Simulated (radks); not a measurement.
The numbers below are computed, except where a source is named.
Polarisability of the platinum ion Pt3+, [Xe] 4f14 5d7, at imaginary frequency. Code: a radial shooting solver on a logarithmic mesh with Libxc functionals. Model: scalar-relativistic Kohn-Sham, LB94 model potential, spin-unpolarised, spherical densities, finite nucleus; Fermi nuclear charge, rms radius 5.427 fm. Response by self-consistent Sternheimer equations with the Hartree and adiabatic LDA kernel, the relativistic mass of each level held fixed and spin-orbit coupling left out.

| w (hartree) | alpha1(iw) (bohr^3) |
|---|---|
| 0.00266 | 6.231 |
| 0.0143 | 6.230 |
| 0.0360 | 6.222 |
| 0.0697 | 6.198 |
| 0.118 | 6.136 |
| 0.186 | 6.003 |
| 0.280 | 5.750 |
| 0.413 | 5.320 |
| 0.605 | 4.674 |
| 0.892 | 3.823 |
| 1.35 | 2.829 |
| 2.12 | 1.811 |
| 3.59 | 0.9436 |
| 6.94 | 0.3732 |
| 17.5 | 0.09507 |

Static values: alpha1 = 6.231 bohr^3 (0.9234 angstrom^3; uncoupled 9.745). C6 = 35.96, triple-dipole C9 = 154.5 atomic units. One-pole (London) frequency 4 C6 / (3 alpha1^2) = 1.235 hartree, against 1.717 for minus the highest occupied eigenvalue.
